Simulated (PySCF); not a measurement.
Predicted microwave data (PBE0/pcSseg-1 in PySCF (dipole) on a GFN2-xTB geometry, gas phase) for one isomer of C2H15NOSi4:

* Rotational constants: A = 1169, B = 606.0, C = 508.2 MHz
* Dipole components: |μa| = 1.02 D, |μb| = 0.05 D, |μc| = 0.86 D
* Inertial defect: -272.01 u·Å²
* κ: -0.70

Question: Which candidate fits, each taken in the one conformer that was computed?
A. `[CH3:1][O:2][CH2:3][SiH2:4][SiH2:5][N:6]([SiH3:7])[SiH3:8]` with C1–O2–C3–Si4 174°, O2–C3–Si4–Si5 -34°, C3–Si4–Si5–N6 -164°, Si4–Si5–N6–Si7 120°
B. `[CH3:1][CH2:2][SiH2:3][O:4][Si@@H:5]([NH2:6])[SiH2:7][SiH3:8]` with C1–C2–Si3–O4 -56°, C2–Si3–O4–Si5 23°, Si3–O4–Si5–N6 -51°, O4–Si5–N6–H 179° and -42°, O4–Si5–Si7–Si8 80°
C. `[CH3:1][SiH2:2][SiH2:3][Si@:4]([CH3:5])([OH:6])[SiH2:7][NH2:8]` with C1–Si2–Si3–Si4 -58°, Si2–Si3–Si4–C5 161°, Si3–Si4–O6–H 177°, Si3–Si4–Si7–N8 57°, Si4–Si7–N8–H -43° and 179°

Answer: C. It is C[SiH2][SiH2][Si@](C)(O)[SiH2]N, an asymmetric top, point group C1. The candidates at the same level (rigid rotor, commonest isotopes):

```json
{"SMILES": "C[SiH2][SiH2][Si@](C)(O)[SiH2]N", "A (MHz)": "1169", "B (MHz)": "606.0", "C (MHz)": "508.2", "μa (D)": "1.02", "μb (D)": "0.05", "μc (D)": "0.86", "Δ (u·Å²)": "-272.01", "point group": "C1", "rotor": "asymmetric top"}
{"SMILES": "COC[SiH2][SiH2]N([SiH3])[SiH3]", "A (MHz)": "1770", "B (MHz)": "438.5", "C (MHz)": "403.3", "μa (D)": "1.65", "μb (D)": "0.50", "μc (D)": "0.54", "Δ (u·Å²)": "-184.83", "point group": "C1", "rotor": "near-prolate asymmetric top"}
{"SMILES": "CC[SiH2]O[Si@@H](N)[SiH2][SiH3]", "A (MHz)": "1360", "B (MHz)": "499.6", "C (MHz)": "471.1", "μa (D)": "1.14", "μb (D)": "1.76", "μc (D)": "0.47", "Δ (u·Å²)": "-310.46", "point group": "C1", "rotor": "near-prolate asymmetric top"}
```

`CC[SiH2]O[Si@@H](N)[SiH2][SiH3]` has B 18 % too low; `COC[SiH2][SiH2]N([SiH3])[SiH3]` has A 51 % too high. No structure here is proved a minimum.
